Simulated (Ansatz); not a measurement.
Question: Name a neutral molecule of Cl, F, S, Ti and H with HOMO energy (PBE/def2-TZVPP) between -7.30 and -7.00 eV and HOMO–LUMO gap (PBE/def2-TZVPP) between 2.85 and 3.15 eV (Ansatz, PBE0-D4/def2-TZVP geometry).

Answer: `[F][Ti]([F])([SH])[Cl]` (-7.17 eV, 2.97 eV). Other molecules can fit too; these were computed, each in one conformer that needn't be the lowest.
